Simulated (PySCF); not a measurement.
Isomers of C3H2O2. All species are isolated molecules in the gas phase. One relaxed conformer stands for each flexible species; it need not be the lowest. Strings in code marks are SMILES.

The S1–T1 gap (TDA) from two functionals at the same geometries (B3LYP-D3(BJ)/def2-TZVP), both in PySCF: PBE-D3(BJ)/def2-TZVP and B3LYP-D3(BJ)/def2-TZVP. B3LYP has the VWN-RPA correlation part, as in Gaussian. Excitations are Tamm–Dancoff values on a coarser integration grid. The basis has no diffuse functions, so Rydberg states are missing or too high.

```tsv
species	PBE-D3(BJ)/def2-TZVP (eV)
`C#COC=O`	0.59
`Oc1c(=O)c1` (C–C–O–H torsion 0°)	0.46
`O=C1[C@H]2O[C@@H]12`	0.95
```

Question: What does B3LYP-D3(BJ)/def2-TZVP give for each?

Answer: 
- `C#COC=O`: 0.67
- `Oc1c(=O)c1` (C–C–O–H torsion 0°): 0.48
- `O=C1[C@H]2O[C@@H]12`: 0.79
Over these rows, drawn at random from the members with no instability flagged (it was tested for open shells, ions and some series alone), PBE minus B3LYP-D3(BJ): mean +0.02 eV, from -0.07 eV to +0.15 eV.
